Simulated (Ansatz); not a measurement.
`S[CH]1[CH2][GeH2]1` → `C[CH]1[S][GeH2]1`  (isomerisation)

Program: Ansatz. Geometries: PBE0-D4/def2-TZVP. ΔE: electronic, gas phase. CBS: MP2 limit from def2 TZ/QZ plus the TZ coupled-cluster correction, frozen cores. For Ge outer-core shells are correlated without core-valence functions, which leaves a few kJ/mol of doubt a bond. Scalar relativity is left out up to krypton. Each species was taken in one conformer, which may not be the lowest.

`S[CH]1[CH2][GeH2]1`:

Z-matrix (Å, degrees):
```
C
C 1 1.528
Ge 1 1.953 2 66.4
S 1 1.782 2 114.4 3 -115.4
H 1 1.086 2 114.6 3 110.0
H 2 1.084 1 116.5 3 -112.3
H 2 1.085 1 116.2 3 109.7
H 3 1.523 1 117.7 2 104.0
H 3 1.520 1 117.2 2 -104.6
H 4 1.343 1 98.5 2 145.9
```

`C[CH]1[S][GeH2]1`:

```xyz
10

C     1.204    0.325    0.645
C    -0.115   -0.376    0.472
S    -1.635    0.623    0.837
Ge   -1.166   -0.198   -1.141
H     1.400    0.527    1.702
H     2.021   -0.293    0.262
H     1.220    1.281    0.118
H    -0.168   -1.354    0.945
H    -2.046   -1.343   -1.640
H    -0.715    0.808   -2.200
```

| level | ΔE (kJ/mol) |
| --- | --- |
| CCSD/def2-TZVPP | -112.5 |
| CCSD/CBS(def2) | -112.8 |

(1) What does CCSD(T)/CBS give? (An estimate is asked.)

Largest T1 diagnostic among the species: 0.012.

Results:

(1) Computed: -113.4 kJ/mol. The listed levels differ from it by 0.9, 0.6 kJ/mol.

In def2-TZVPP, CCSD(T) changes the Hartree–Fock value by +9.1 kJ/mol (the triples alone add −0.6 kJ/mol) and MP2 by +6.8 kJ/mol.
